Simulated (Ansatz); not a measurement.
# Isomers

Structures of BSiH$_{3}$Se, closed shell, relaxed at PBE0-D4/def2-TZVP (vibrations not checked; lower isomers may exist, and structures with a doubtful reference or unclear bonds are left out). Computed with Ansatz 0.2.0 (basis: def2-TZVPP); correlated methods freeze the cores. Filled d shells of the heavier atoms are correlated. The def2 sets are not built for correlating such inner shells, so the correlated values are less sure here. B3LYP uses VWN-RPA correlation.

(1) Rank them by CCSD(T) energy, lowest first, and give each one's height above the lowest. Links in brackets join atoms within 1.22 times the sum of their covalent radii (1.1 for two metals). (An estimate is asked for; the value comes from the calculation.)
A.
BSiH₃Se ([SiH2][B][SeH])
```
6
angstrom
Si 0.1838 -0.3546 -1.3030
B -0.0197 -0.0605 0.4843
Se -0.1149 -0.2153 2.3256
H -0.9940 -0.5795 -2.1675
H 1.4338 0.0301 -1.9922
H -0.4889 1.1798 2.6527
```
B.
BSiH₃Se ([SiH3][B][Se])
```
6
angstrom
Si -0.5588 0.4310 -0.0109
B 1.0130 -0.7812 0.0198
Se 2.3852 -1.8394 0.0467
H -1.0628 0.5439 -1.4032
H -0.1535 1.7708 0.4848
H -1.6230 -0.1250 0.8629
```
C.
BSiH₃Se ([BH]1[SiH2][Se]1)
```
6
angstrom
Si -0.7815 0.1108 -0.1395
B 1.1150 0.2587 0.2281
Se 0.7518 -1.6036 0.0300
H -1.3709 0.2714 -1.4895
H 2.1094 0.8589 0.4573
H -1.8238 0.1038 0.9137
```

(2) Do PBE-D4, r2SCAN-D4, PBE0-D4, B3LYP-D4, wB97M-V, HF, MP2 give the same order? (A judgement: the text doesn't fix the answer.)

T1 diagnostic: at most 0.017. The restricted Hartree–Fock reference is unstable towards an unrestricted one at one or more of these structures.

For scale, one of the runs: CCSD(T)/def2-TZVPP, 163 basis functions, launched by `ansatz run in.yaml --threads 2 --pin off --events-out ev --progress --plain --max-ram 4352MiB`. Time: 37 s of wall clock on 2 CPU threads of an Arm Neoverse V2; the host was shared. Peak host memory: 1.2 GiB.

Answers

(1) Computed: B (0.000 eV), C (0.142 eV), A (2.127 eV). Heights count from the lowest.

(2) Computed: Lowest first: PBE-D4 C < B < A; r2SCAN-D4 C < B < A; PBE0-D4 C < B < A; wB97M-V C < B < A. The others agree with CCSD(T).
